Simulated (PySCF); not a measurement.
ClFH4N2Sn. Atoms are numbered in the order given.

```xyz
9

N     -1.7363    -1.2618    -0.3025
Sn    -0.0324    -0.2095     0.1078
N      1.6350    -1.3374    -0.2413
F     -0.2475     0.2948     1.9914
Cl     0.2790     1.8129    -1.0902
H     -1.8656    -1.3276    -1.3230
H     -2.5481    -0.7419     0.0627
H      1.7646    -2.0113     0.5279
H      2.4609    -0.7214    -0.2399
```

Geometry optimised at PBE-D3(BJ)/def2-SVP. The structure was generated by enumeration; whether it is a known compound was not checked. The def2 effective core potentials stand for the cores of Sn; spin–orbit coupling is left out. The values are those of a single conformer.

These are PBE-D3(BJ)/def2-SVP in PySCF values and carry that method's errors.

Frequencies are harmonic and unscaled.

```csv
mode,ν (cm⁻¹),IR (km/mol),moving atoms (share of kinetic energy)
1,91,22.5,"H 64 %, N 14 %, F 13 %, Cl 9 %"
2,100,19.5,"H 53 %, N 22 %, F 20 %"
3,114,2.1,"N 41 %, Cl 27 %, H 22 %"
4,139,1.3,"N 38 %, Sn 21 %, H 18 %, Cl 15 %"
5,159,11.8,"N 36 %, F 30 %, Sn 15 %, H 11 %"
6,164,37.4,"F 43 %, N 24 %, Sn 17 %, H 13 %"
7,218,17.5,"H 66 %, N 27 %"
8,357,43.9,"Cl 76 %, Sn 21 %"
9,533,77.0,"N 81 %, H 10 %"
10,555,89.6,"N 73 %, H 18 %, Sn 9 %"
11,603,70.5,"F 83 %, Sn 15 %"
12,666,52.3,"H 74 %, N 20 %"
13,673,73.1,"H 81 %, N 17 %"
14,862,15.9,H 91 %
15,867,14.2,"H 91 %, N 8 %"
16,1481,16.1,"H 92 %, N 8 %"
17,1485,7.9,H 92 %
18,3400,31.9,H 96 %
19,3401,10.8,H 96 %
20,3501,16.6,"H 92 %, N 8 %"
21,3504,18.0,"H 92 %, N 8 %"
```
